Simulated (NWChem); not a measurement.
System: C₃Cl₂F₂; SMILES FC(F)=C=C(Cl)Cl

Results from NWChem. Structure relaxed at the PBE-D3(BJ)/def2-SVP level. Level PBE/def2-SVP: energy and gradient on several grids; changes count from the extra-fine grid, which is no exact limit either.

```
grid     size of the energy change (μHa)  largest change of a gradient component (μHa/bohr)
-------  -------------------------------  -------------------------------------------------
xcoarse                             9000                                               2000
coarse                                70                                                300
medium                              < 10                                               < 30
fine                                < 10                                               < 30
xfine                               < 10                                               < 30
```
